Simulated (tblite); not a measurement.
Species: C4H3F3NO (doublet state).
Numbering: `[H]/[C:1]=[C:2](\[CH:3]=[N:4]/[H])[O:5][C:6]([F:7])([F:8])[F:9]` (hydrogens: H10 on C1; H11 on C3; H12 on N4)

Structure optimised with GFN2-xTB, isolated species. This method treats the open shell by occupation alone, without spin polarisation.

Give the optimised bond lengths and angles.

```
        bond  length (Å)
       C1=C2       1.295
       C2–C3       1.501
       C3=N4       1.243
       C2–O5       1.416
       O5–C6       1.322
C6–F7, C6–F8       1.340
       C6–F9       1.330
      C1–H10       1.062
      C3–H11       1.082
      N4–H12       1.016
```

Bonds in one row agree within 0.01 Å and their mean is given. A selection of angles:
```
    angle  degrees
 C1–C2–C3    125.8
 C1–C2–O5    125.1
 C3–C2–O5    109.1
 C2–C3–N4    125.5
 C2–O5–C6    117.1
 O5–C6–F7    114.0
 O5–C6–F9    108.5
 F7–C6–F8    106.0
 F7–C6–F9    106.9
H12–N4–C3    117.8
```

Dihedral angles: C1–C2–C3–N4 180° (antiperiplanar); C1–C2–O5–C6 0° (synperiplanar); C2–O5–C6–F7 61° (synclinal); H12–N4–C3–C2 0° (synperiplanar).

Of the pairs four or more bonds apart, those above aside, C1···F8 is among the closest relative to their van der Waals radii: 2.84 Å, 90 % of the sum of Bondi's values. C3 (carbon bonded to C, N and H) is planar (angles 125.5°, 119.6° and 114.9°, sum 360.0°, 0.00 Å off the plane of its three neighbours). The C–O distances run from 1.322 Å (O5–C6, drawn single) to 1.416 Å (C2–O5, drawn single), a spread of 0.094 Å. The C–C distances run from 1.295 Å (C1=C2, drawn double) to 1.501 Å (C2–C3, drawn single), a spread of 0.206 Å. C2 (carbon bonded to 2 C and O) is planar (angles 125.8°, 125.1° and 109.1°, sum 360.0°, 0.00 Å off the plane of its three neighbours). H12 on N4 lies 2.31 Å from O5, 4 bonds away (angle at H 102°; Bondi radii sum to 2.72 Å). N4 (nitrogen bonded to C and H) is bent (angle 117.8°).

Point group: Cs (tolerance 0.08 Å). Its GFN2-xTB frequencies are all real (lowest 41 cm⁻¹).

The run took 0.67 s on one thread of an Arm Neoverse V1, shared host. These figures are those of the optimisation.

One conformer stands for the species.

These are computed values.
